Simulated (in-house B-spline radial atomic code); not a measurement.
Ionisation energies along the 33-electron series, configuration [Ar] 3d10 4s2 4p3, as differences of self-consistent energies. Dirac energy differences include first-order Breit, QED and recoil terms. NIST's values go from ground level to ground level; the uncertainty of those that are theory runs from under 0.1 % in few-electron ions to several per cent in heavy many-electron ones. Computed with an all-electron radial atomic-structure program (B-spline basis): Dirac-Hartree-Fock, average of the configuration, finite nuclei.

| ion | configuration after | ionisation energy (eV) | IE/(q+1)² (eV) | Breit and QED recoil part (eV) | tabulated value (eV) | computed minus tabulated (eV) |
| --- | --- | --- | --- | --- | --- | --- |
| In16+ | [Ar] 3d10 4s2 4p2 | 427.5 | 1.4793 | -0.25093 | 425 | 2.5 |
| Sn17+ | [Ar] 3d10 4s2 4p2 | 469.4 | 1.4489 | -0.28344 | 466 | 3.4 |
| Sb18+ | [Ar] 3d10 4s2 4p2 | 513.2 | 1.4215 | -0.31852 | 510 | 3.2 |
| Te19+ | [Ar] 3d10 4s2 4p2 | 558.7 | 1.3967 | -0.35617 | 555 | 3.7 |
| I20+ | [Ar] 3d10 4s2 4p2 | 606.0 | 1.3742 | -0.39665 | 601 | 5.0 |
| Xe21+ | [Ar] 3d10 4s2 4p2 | 655.2 | 1.3537 | -0.4399 | 650 | 5.2 |
| Cs22+ | [Ar] 3d10 4s2 4p2 | ? | ? | ? | ? | ? |
| Ba23+ | [Ar] 3d10 4s2 4p2 | 758.9 | 1.3176 | -0.53537 | 752 | 6.9 |
| La24+ | [Ar] 3d10 4s2 4p2 | 813.5 | 1.3017 | -0.58779 | 806 | 7.5 |
| Ce25+ | [Ar] 3d10 4s2 4p2 | ? | ? | ? | ? | ? |
| Pr26+ | [Ar] 3d10 4s2 4p2 | 928.3 | 1.2733 | -0.70254 | 920 | 8.3 |
| Nd27+ | [Ar] 3d10 4s2 4p2 | 988.4 | 1.2607 | -0.76508 | 978 | 10.4 |
| Pm28+ | [Ar] 3d10 4s2 4p2 | 1050.3 | 1.2489 | -0.8312 | 1040 | 10.3 |
| Sm29+ | [Ar] 3d10 4s2 4p2 | 1114.1 | 1.2379 | -0.901 | 1103 | 11.1 |
| Eu30+ | [Ar] 3d10 4s2 4p2 | 1179.8 | 1.2277 | -0.97469 | 1167 | 12.8 |
| Gd31+ | [Ar] 3d10 4s2 4p2 | 1247.3 | 1.2181 | -1.0523 | 1233 | 14.3 |
| Tb32+ | [Ar] 3d10 4s2 4p2 | 1316.7 | 1.2091 | -1.134 | 1301 | 15.7 |
| Dy33+ | [Ar] 3d10 4s2 4p2 | ? | ? | ? | ? | ? |
| Ho34+ | [Ar] 3d10 4s2 4p2 | 1461.2 | 1.1928 | -1.3102 | 1443 | 18.2 |
| Er35+ | [Ar] 3d10 4s2 4p2 | 1536.2 | 1.1854 | -1.4049 | 1516 | 20.2 |

(1) Fill in the row of Cs22+.

(2) Fill in the row of Ce25+.

(3) Fill in the row of Dy33+.

Where a p, d or f electron is removed, the computed value is a mean over both j, so it misses the tabulated one by a part of the spin-orbit splitting; averaging over terms and missing correlation add to the gap, relatively most at low charge.

## Answers

(1) ionisation energy (eV): 706.1; IE/(q+1)² (eV): 1.3349; Breit and QED recoil part (eV): -0.48613; tabulated value (eV): 700; computed minus tabulated (eV): 6.1.

(2) ionisation energy (eV): 870.0; IE/(q+1)² (eV): 1.287; Breit and QED recoil part (eV): -0.64348; tabulated value (eV): 862; computed minus tabulated (eV): 8.0.

(3) ionisation energy (eV): 1388.0; IE/(q+1)² (eV): 1.2007; Breit and QED recoil part (eV): -1.2199; tabulated value (eV): 1371; computed minus tabulated (eV): 17.0.
